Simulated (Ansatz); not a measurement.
Correlation energies of C$_{6}$H$_{14}$F$_{2}$Si (`CC(C)[Si](F)(F)C(C)C`) by basis set

```xyz
23

C     1.333   -1.329    1.310
C     0.728    0.072    1.409
C     1.646    1.025    2.175
Si    0.298    0.748   -0.271
F     1.655    1.014   -1.077
F    -0.380    2.185   -0.083
C    -0.820   -0.303   -1.326
C    -2.118   -0.645   -0.595
C    -1.096    0.360   -2.676
H     2.269   -1.315    0.745
H     1.558   -1.724    2.305
H     0.661   -2.038    0.820
H    -0.223    0.000    1.954
H     2.605    1.142    1.663
H     1.204    2.018    2.284
H     1.853    0.638    3.177
H    -0.269   -1.236   -1.508
H    -2.755   -1.282   -1.216
H    -1.939   -1.176    0.344
H    -2.690    0.258   -0.361
H    -0.174    0.573   -3.222
H    -1.632    1.304   -2.548
H    -1.715   -0.289   -3.303
```

Total charge 0; spin multiplicity 1. All single points use the PBE0-D4/def2-TZVP geometry. It is one conformer, not always the lowest. Frozen core, restricted reference, the Gaussian-basis code of Ansatz. CBS rows extrapolate triple and quadruple zeta; past MP2 they add the triple-zeta difference.

| basis | HF (Eh) | MP2 corr. |
| --- | --- | --- |
| def2-SVP | -722.90327 | -1.33067 |
| def2-TZVPP | -723.52843 | -1.67503 |
| def2-QZVPP | -723.55816 | -1.79907 |

Question: Estimate the CCSD correlation energy and the (T) correction in each basis where they were run (hartree).

Answer: 
| basis | CCSD corr. | (T) |
| --- | --- | --- |
| def2-SVP | -1.42255 | -0.03671 |
| def2-TZVPP | -1.74868 | -0.06343 |
| CBS(def2) | -1.96459 | as TZ |
